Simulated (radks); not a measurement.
The numbers below are computed, except where a source is named.
Ionisation of the europium ion Eu26+, [Kr] 4d1, to [Kr] as the strength of local exchange is varied. Code: a radial shooting solver on a logarithmic mesh with Libxc functionals. Model: scalar-relativistic Kohn-Sham, Slater X-alpha exchange (alpha = 2/3 is LDA exchange), no correlation, spin-unpolarised, spherical densities, finite nucleus; Fermi nuclear charge, rms radius 5.1115 fm.

| alpha | E(Eu26+) (hartree) | exchange (hartree) | IE (eV) | -e of the level emptied (eV) | <r> of it (bohr) |
|---|---|---|---|---|---|
| 0.667 | -10514.2496 | -198.0416 | 873.81 | 853.09 (4d) | 0.5433 |
| 0.719 | -10529.7631 | -213.7228 | 877.95 | 857.23 (4d) | 0.5419 |
| 0.829 | -10562.6383 | -247.0098 | 886.75 | 866.03 (4d) | 0.5390 |
| 1.006 | -10615.7031 | -300.9004 | 901.01 | 880.29 (4d) | 0.5344 |
| 1.01 | -10616.9047 | -302.1230 | 901.34 | 880.62 (4d) | 0.5343 |

NIST Atomic Spectra Database: 879 +/- 4 eV (theoretical). The Delta-SCF value meets it near alpha = 0.73. Spin polarisation and multiplet splitting are left out, so open shells lie too high by an amount that depends on their filling. Spin-orbit splitting is averaged out at the scalar-relativistic level.

Beside tabulated values, note that spin-unpolarised runs miss the spin-polarisation part of the exchange energy of open shells.
